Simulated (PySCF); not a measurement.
Compound: C₄H₃F₅S.
Atom-mapped SMILES: `[F:1][C:2]([F:3])([F:4])[C:5]([F:6])([F:7])[CH2:8][CH:9]=[S:10]` (hydrogens: H11, H12 on C8; H13 on C9)

Geometry (GFN2-xTB, Å), atoms numbered from 1 in this order:
```xyz
13
C4H3F5S angstrom
F      1.123   -1.606   -0.106
C      1.473   -0.344    0.147
F      1.511   -0.197    1.473
F      2.703   -0.163   -0.318
C      0.459    0.647   -0.486
F      0.380    0.368   -1.809
F      0.985    1.892   -0.396
C     -0.916    0.600    0.173
C     -1.555   -0.747    0.063
S     -2.281   -1.483    1.295
H     -0.822    0.906    1.218
H     -1.537    1.336   -0.352
H     -1.529   -1.208   -0.920
```

The calculation used TDDFT PBE0/def2-SVPD, vertical, gas phase, core orbitals frozen in the response (PySCF 2.14.0, density-fitted response routines).

Frontier orbitals with the atoms that hold most of them (Löwdin shares over 4%, at most four atoms; ? is withheld):

| orbital | ε (eV) | atoms |
| --- | --- | --- |
| HOMO-3 | -11.42 | S10 35%, C9 17%, C8 7%, C5 6% |
| HOMO-2 | -10.79 | S10 14%, F6 14%, F7 13%, C8 13% |
| HOMO-1 | -9.23 | ? |
| HOMO | ? | ? |
| LUMO | -2.86 | S10 44%, C9 41%, C8 5% |
| LUMO+1 | 0.52 | S10 31%, C8 12%, H12 10%, C9 8% |
| LUMO+2 | 0.92 | S10 24%, F7 13%, F3 10%, H11 6% |

Problem. Which atoms hold the HOMO-1, and with what shares?

Solution. S10 (bonded to C) 48%; C9 (bonded to C, S and H) 32%; C8 (bonded to 2 C and 2 H) 7%. By element: sulfur 48%, carbon 40% or more.

Problem. Give the leading atoms of the HOMO.

Solution. S10 (bonded to C) 76%; C9 (bonded to C, S and H) 15%; C8 (bonded to 2 C and 2 H) 4%. By element: sulfur 76%, carbon 19% or more.

Problem. What is the HOMO energy, and the HOMO–LUMO gap?

Solution. ε(HOMO) = -7.08 eV; the gap is 4.22 eV (0.1550 hartree).

Problem. How does S1 compare with the orbital gap of 4.22 eV?

Solution. S1 is at 2.38 eV (f = 0.0000), 1.84 eV below the gap, made of HOMO→LUMO (100%). 

Problem. One configuration dominates each of S1, S2 and S3. Which, and how do the shares of the two leading atoms of either orbital change from the occupied to the empty one?

Solution. 
- S1 (2.38 eV, f 0.0000), HOMO→LUMO (100%): S10 76% → 44%, C9 15% → 41%; low, almost dark, from the terminal sulfur into the C=S bond, the pattern of n→π*
- S2 (6.03 eV, f 0.244), HOMO-1→LUMO (89%): S10 48% → 44%, C9 32% → 41%
- S3 (6.43 eV, f 0.052), HOMO→LUMO+1 (78%): S10 76% → 31%, C9 15% → 8%, C8 4% → 12%

Löwdin shares depend on the basis, the more so with diffuse functions.

One conformer stands for the species.
